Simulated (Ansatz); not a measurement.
Correlation energies of CuF, SMILES `[F][Cu]` by basis set

| atom | x (Å) | y (Å) | z (Å) |
| --- | --- | --- | --- |
| F1 | -0.524 | 0.041 | -0.709 |
| Cu2 | 0.524 | -0.041 | 0.709 |

The species carries charge 0 and has multiplicity 1. For Cu the d shell is correlated and the shells below it are frozen. Scalar relativity is left out up to krypton. Geometry: relaxed with PBE0-D4/def2-TZVP. Frozen core, restricted reference, the Gaussian-basis code of Ansatz.

```csv
basis,HF (Eh),MP2 corr.
def2-SVP,-1738.05165,-0.49194
def2-TZVPP,-1738.41756,-0.75789
def2-QZVPP,-1738.46455,-0.81333
```

Q: Estimate the CCSD correlation energy and the (T) correction in each basis where they were run (hartree).

A: 
| basis | CCSD corr. | (T) |
| --- | --- | --- |
| def2-SVP | -0.46012 | -0.01318 |
| def2-TZVPP | -0.69020 | -0.02485 |
| def2-QZVPP | -0.73940 | -0.03092 |
